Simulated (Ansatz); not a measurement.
The Sn1–H3 bond of GeH6Sn (SMILES [GeH3][SnH3]) is stretched (multiplicity 1, the rest rigid).
Geometry at rest (charge 0, multiplicity 1):
```xyz
8

Sn    -1.032     0.102    -0.017
Ge     1.568    -0.155     0.026
H     -1.722    -0.946    -1.183
H     -1.471     1.710    -0.412
H     -1.700    -0.279     1.513
H      1.961    -1.601     0.381
H      2.186     0.788     1.074
H      2.167     0.188    -1.350
```

Cores are frozen in the correlated methods. Filled d and f shells under p-block atoms count as core.

Programs: Ansatz (Gaussian orbitals).  In def2 rows elements past Kr take small-core potentials, without spin–orbit coupling.

FIC-MRCISD+Q on CASSCF(2,2)/def2-SVP, total energies (hartree):

```csv
R (Å),CASSCF,MRCISD,weight c² of the reference
1.712,-2291.931140,-2292.139530,0.89546
2.997,-2291.846623,-2292.048143,0.89484
5.480,-2291.822032,-2292.022823,0.89449
```

**Question.** Add the Davidson correction (E_MRCISD − E_CASSCF)(1 − c²)/c² and give the energies above the first point at the three levels.

**Answer.** 
Corrections (hartree): -0.024329, -0.023683, -0.023684. Above the first point (kcal/mol):
- R = 2.997 Å: CASSCF 53.0, MRCISD 57.3, with the correction 57.8
- R = 5.480 Å: CASSCF 68.5, MRCISD 73.2, with the correction 73.6

Ansatz is an electronic-structure program.
